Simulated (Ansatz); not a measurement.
C₃H₇NSi, SMILES `C[SiH2]C1=NC1`. Charge 0, multiplicity 1. The geometry is a stationary point of PBE0-D4/def2-TZVP. It is one conformer, not always the lowest.

```xyz
12

C     2.037   -0.182    0.398
Si    0.630    0.509   -0.604
C    -0.995   -0.112    0.063
N    -1.443   -0.851    0.976
C    -2.454   -0.206    0.069
H     1.947    0.121    1.443
H     2.996    0.174    0.017
H     2.034   -1.274    0.360
H     0.572    1.993   -0.551
H     0.691    0.091   -2.029
H    -3.052    0.594    0.495
H    -2.963   -0.856   -0.637
```

**Question.** What is the dipole moment at ωB97M-V/def2-TZVPP? (An estimate is asked.)

**Answer.** The calculation gave: 2.00 D, with components (1.30, 0.99, -1.16) D in this frame, pointing from negative to positive charge.

**Question.** And with PBE, r2SCAN, B3LYP? (Best estimate.)

**Answer.** Computed: PBE 1.91 D, r2SCAN 1.95 D, B3LYP 1.99 D.

**Question.** Give the Mulliken charges with ωB97M-V, r2SCAN, B3LYP in def2-TZVPP. (An estimate is asked.)

**Answer.** Computed: 
| atom | ωB97M-V | r2SCAN | B3LYP |
| --- | --- | --- | --- |
| C1 | -0.43 | -0.29 | -0.38 |
| Si2 | 0.29 | 0.38 | 0.36 |
| C3 | -0.05 | -0.03 | -0.04 |
| N4 | -0.18 | -0.22 | -0.18 |
| C5 | -0.15 | -0.06 | -0.14 |
| H6 | 0.13 | 0.09 | 0.11 |
| H7 | 0.12 | 0.08 | 0.11 |
| H8 | 0.13 | 0.09 | 0.11 |
| H9 | -0.02 | -0.07 | -0.07 |
| H10 | -0.02 | -0.07 | -0.07 |
| H11 | 0.09 | 0.05 | 0.09 |
| H12 | 0.09 | 0.05 | 0.09 |

B3LYP here is the variant with VWN-RPA as its local correlation; programs differ in this.
